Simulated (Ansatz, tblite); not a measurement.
Cost and result up the ladder for the cluster Li₆H₇ (the lowest doublet isomer of a short search) (13 atoms). Total charge 0; doublet. Geometry: PBE0-D4/def2-TZVP.

```
atom   x (Å)   y (Å)   z (Å)
 Li1   0.299  -1.252   1.242
 Li2   1.492  -1.487  -1.100
 Li3  -0.383   1.368  -2.252
 Li4   0.945   0.827  -0.125
 Li5  -1.199  -0.752  -1.076
 Li6  -1.499   1.583  -0.083
  H7   1.812  -0.676   0.464
  H8   0.450  -0.960   3.259
  H9  -0.731   0.092   0.628
 H10   0.523  -0.149  -1.818
 H11   0.240  -1.683   3.246
 H12   0.031   2.291  -0.750
 H13  -1.981   0.797  -1.635
```

Ansatz on 4 threads of Arm Neoverse V2 on a shared host; xTB runs through tblite on one thread. Times are rough, summed over both states, and most runs start from the orbitals of an earlier one. PBE0-D4/def2-TZVP serves as the yardstick here, not as an exact answer. The other state is a singlet.

The xTB rows come from tblite. In the doublet, H8 and H11 lie 0.75 Å apart (atoms count from 1), so H2 has formed as a molecule. The structure comes from a short search, and lower isomers may exist.

Raw xTB energies of ions are shifted by several eV, and xTB has no spin-polarisation term.

```
                          level  functions  vertical IE (eV)  difference from PBE0-D4/def2-TZVP (eV)
PBE0-D4/def2-TZVP (with forces)        126              4.73                                    0.00
               PBE-D4/def2-TZVP        126              4.75                                    0.02
                       GFN1-xTB         38             11.13                                    6.40
            r2SCAN-D4/def2-TZVP        126              4.68                                   -0.05
```

Estimate how long each takes.

GFN1-xTB 0.01 s; PBE-D4/def2-TZVP 2.6 s; PBE0-D4/def2-TZVP (with forces) 3.8 s; r2SCAN-D4/def2-TZVP 5.5 s. On shared hardware such times vary by a factor of up to 3.
